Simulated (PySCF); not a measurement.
TeHF, SMILES F[TeH].

Coordinates come from a r2SCAN-D4/def2-TZVP optimisation. The def2 effective core potentials stand for the cores of Te; spin–orbit coupling is left out.

Computed with CAM-B3LYP/def2-TZVPD (PySCF).

Q: Estimate the frontier levels, gap, dipole moment and polarisability. (An estimate is asked for; the answer gives what the named calculation found.)

A: 
| Item | Result |
|---|---|
| highest occupied level | -8.00 eV |
| lowest empty level | -1.59 eV |
| orbital gap | 6.42 eV |
| dipole moment | 2.30 D |
| quadrupole, principal values (traceless, Buckingham form, about the centre of nuclear charge) | -2.60, -1.47, 4.07 D·Å |
| mean static polarisability | 40.9 bohr³ (6.06 Å³) |
| polarisability, principal values | 39.5, 41.4, 41.8 bohr³ |
